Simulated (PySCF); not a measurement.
InCl: one state, many levels of theory

State: ¹Σ⁺ (singlet), closed shell. Set-up: PySCF, scalar-relativistic core potentials, basis sets In aug-cc-pVDZ-PP with ECP28, Cl aug-cc-pV(D+d)Z. De refers to In + Cl in their high-spin ground configurations, without counterpoise correction. A positive dipole means In(−)Cl(+).

| Level | Re (Å) | ωe (cm⁻¹) | De (eV) | μ (D) |
| --- | --- | --- | --- | --- |
| RHF | 2.468 | 299 | 3.40 | -3.99 |
| RHF-MP2 | 2.462 | 305 | 4.57 | n/a |
| RHF-SCS-MP2 | 2.470 | 301 | 4.44 | n/a |
| RHF-CCSD | 2.469 | 302 | 4.27 | n/a |
| RHF-CCSD(T) | 2.470 | 302 | 4.36 | n/a |
| PBE | 2.473 | 294 | 4.67 | -3.80 |
| TPSS | 2.469 | 297 | 4.63 | -3.78 |
| r²SCAN | 2.448 | 308 | 4.65 | -3.65 |
| B3LYP | 2.477 | 294 | 4.46 | -4.02 |
| PBE0 | 2.451 | 304 | 4.55 | -3.82 |
| M06-2X | 2.473 | 297 | 4.50 | -4.20 |

**Question.** Which functional lies closest to RHF-CCSD(T) in De, which farthest, and by how much do they differ from it?

**Answer.** Closest is B3LYP (+0.7 pm in Re, -2.6 % in ωe, +0.10 eV in De against RHF-CCSD(T) in the same basis), farthest PBE (+0.3 pm in Re, -2.6 % in ωe, +0.31 eV in De). CCSD(T) converges more slowly with the basis than the functionals do and binds too weakly in this one, so the order can change at the basis-set limit.

**Question.** What does a quarter of exact exchange do here, going from PBE to PBE0?

**Answer.** PBE0 less PBE: -2.2 pm in Re, +3.4 % in ωe, -0.12 eV in De. Exact exchange removes part of the self-interaction that spreads semilocal densities, and in most molecules shortens and stiffens the bond and lowers De; so it does here.

**Question.** What does second-order correlation do here, going from RHF to RHF-MP2?

**Answer.** RHF-MP2 less RHF: -0.6 pm in Re, +2.0 % in ωe, +1.17 eV in De. Correlation nearly always deepens the well. The bond shortens, as in weak, metallic or heavy-atom bonds, where dispersion and the correlation of outer-core electrons pull the atoms together.

Correlated steps freeze 9 core orbitals. Correlated levels converge slowly with the basis: in double zeta they bind strong bonds too weakly, by up to about 1 eV, and carry superposition errors of some tenths. Spin–orbit coupling is left out, which matters for elements this heavy, above all for dissociation energies. Where the molecule has an RHF reference, its open-shell atoms are computed with UHF.

The whole job (state search and all levels along the bond) took about 3.9 min on 1 thread of Arm Neoverse N1 (shared host), peak memory 0.77 GiB.
